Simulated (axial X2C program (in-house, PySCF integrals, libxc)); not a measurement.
# SeH⁺: cheaper levels and CCSD(T), 2c

All values were computed with an in-house relativistic program for diatomic molecules. Two-component (2c) means X2C with spin–orbit coupling and atomic mean-field two-electron Coulomb and Gaunt terms. Basis: Se dyall-cv3z [8s9p6d4f1g], H dyall-v3z [6s2p1d] (cores contracted in-house); Gaussian nuclei, density fitting, unrestricted open shells. Masses: Se 79.917 u, H 1.008 u.

State: Ω = 1 (⟨Sz⟩ = 1.00, ⟨Lz⟩ = 0.00 at HF); fragments Se+ + H.

```tsv
level	Re (Å)	ωe (cm⁻¹)	De (eV)
PBE0	1.489	2326.3	3.24
HF	1.469	2470.0	2.15
MP2	1.479	2393.6	2.88
CCSD	1.486	2333.5	3.05
r2SCAN	1.489	2312.1	3.35
```

Correlated methods: 6 electrons correlated (number of frozen shells: Se 3 s, 2 p, 1 d; H none), 146 virtual spin orbitals or spinors in MP2, 70 natural virtuals in coupled cluster.

CCSD(T), same Hamiltonian and basis:

Re = 1.489 Å, ωe = 2314.9 cm⁻¹, De = 3.08 eV; T1 = 0.011 (Lee–Taylor normalisation).

(1) Give the differences from CCSD(T) in the columns below.

The state is a single determinant with fixed occupations, the lowest that a limited PBE0 search found. De is counted from the lowest determinant-based energies of the atoms at the same level, without counterpoise correction. Density functionals use the spin component along the axis (collinear). Coupled cluster ran in a truncated set of natural virtual spinors; the MP2 energy of the rest was added. (T) has no such correction and the atoms are truncated less, which lowers De at CCSD(T) by a hundredth of an eV or more. With several unpaired electrons one determinant need not be a pure state. Open-shell Ω = 0 determinants with evenly filled partner blocks cannot be reached by this program, so the Ω shown need not be the lowest component. This is the Ω = 1 component of a π² triplet; the 0⁺ component is not one determinant and can lie lowest.

## Answers

(1) 

```json
{"level": "PBE0", "ΔRe (Å)": "0.000", "Δωe (cm⁻¹)": "11", "ΔDe (eV)": "0.16"}
{"level": "HF", "ΔRe (Å)": "-0.020", "Δωe (cm⁻¹)": "155", "ΔDe (eV)": "-0.93"}
{"level": "MP2", "ΔRe (Å)": "-0.010", "Δωe (cm⁻¹)": "79", "ΔDe (eV)": "-0.20"}
{"level": "CCSD", "ΔRe (Å)": "-0.003", "Δωe (cm⁻¹)": "19", "ΔDe (eV)": "-0.03"}
{"level": "r2SCAN", "ΔRe (Å)": "0.000", "Δωe (cm⁻¹)": "-3", "ΔDe (eV)": "0.27"}
```
